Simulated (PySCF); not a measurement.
Some computed properties have been withheld. Give your best values.

C8H11N.
Structure used (PBE0-D3(BJ)/def2-SVP), in Å, numbered top down from 1:
```
atom  x, y, z in Å
N1     1.5639    3.6379    0.0803
C2     1.0643    2.6767    0.4889
C3     0.4310    1.4521    0.9739
C4     1.3718    0.2424    0.7583
C5     0.6120   -1.0856    0.6481
C6    -0.7695   -0.8789    0.0258
C7    -1.6142    0.0105    0.9600
C8    -0.9293    1.2138    0.2868
C9    -0.7605    0.3163   -0.9591
H10    0.2412    1.6013    2.0513
H11    2.1330    0.2095    1.5513
H12    1.9221    0.4139   -0.1781
H13    1.2099   -1.7867    0.0445
H14    0.4884   -1.5564    1.6378
H15   -1.2065   -1.8300   -0.3134
H16   -2.6852   -0.0290    0.7141
H17   -1.4877   -0.1157    2.0483
H18   -1.4921    2.1536    0.1917
H19    0.1137    0.4704   -1.6108
H20   -1.6689    0.3327   -1.5777
```

```tsv
property	level	value
point group	PBE0-D3(BJ)/def2-SVP	C1
rotational constants A, B, C	PBE0-D3(BJ)/def2-SVP	?
dipole moment	PBE0/def2-SVPD	?
HOMO energy	PBE0/def2-SVPD	-8.57 eV
LUMO energy	PBE0/def2-SVPD	0.34 eV
lowest singlet excitation	TDDFT PBE0/def2-SVPD	7.59 eV (163 nm, f = 0.001)
strongest line among the 10 lowest singlet transitions	TDDFT PBE0/def2-SVPD	S5 at 8.07 eV (154 nm, f = 0.026)
lowest triplet excitation (Tamm–Dancoff)	TDA PBE0/def2-SVPD	?
static isotropic polarisability	PBE0/def2-SVPD	90.1 au
vertical ionisation energy	ΔSCF PBE0/def2-SVPD	?
electronic spatial extent ⟨r²⟩ about the centre of nuclear charge	PBE0/def2-SVPD	1122 bohr²
13C chemical shifts (computed TMS as zero) by class	GIAO PBE0/pcSseg-1	127.9 (C2), 39.7 (C7), 39.3 (C8), 34.3 (C6), 31.5 (C3), 30.1 (C5), 26.1 (C9), 23.2 (C4) ppm
1H chemical shifts (computed TMS as zero) by class	GIAO PBE0/pcSseg-1	2.41 (H10), 2.25 (H18), 2.21 (H16), 2.11 (H15), 1.95 (H12), 1.88 (H20), 1.85 (H11), 1.84 (H13), 1.79 (H19), 1.58 (H14), 0.85 (H17) ppm
isotropic shieldings of nuclei other than C and H, by class	GIAO PBE0/pcSseg-1	-35 (N1) ppm
core binding energies	ΔSCF SCAN, pcX-2 on the ionised atom, pcseg-1 elsewhere, spin-free X2C	C1s 290.6 (C9), C1s 290.6 (C7), C1s 290.8 (C6), C1s 290.8 (C5), C1s 290.9 (C8), C1s 291.0 (C4), C1s 291.9 (C3), C1s 291.9 (C2), N1s 404.7 (N1) eV
```

The electronic properties come from PySCF, for the isolated species, density fitting.

(1) Give the dipole moment.

(2) Give the vertical ionisation energy.

(3) What are the rotational constants A, B, C?

(4) What is the lowest triplet excitation (Tamm–Dancoff)?

## Answers

(1) 4.45 D.

(2) 10.35 eV.

(3) 3.222, 1.332, 1.152 GHz.

(4) 6.23 eV.

No computed singlet falls in the visible range (750 to 380 nm, 1.65 to 3.26 eV); S1 lies 4.33 eV above its blue end. The 10 singlets span 7.59 to 8.53 eV, and their oscillator strengths add up to 0.09. The dipole equals about 14.8 × 10⁻³⁰ C·m (1 D = 3.33564 × 10⁻³⁰ C·m). The principal polarisabilities are 79.6, 85.4 and 105.3 au; their mean is the isotropic value.
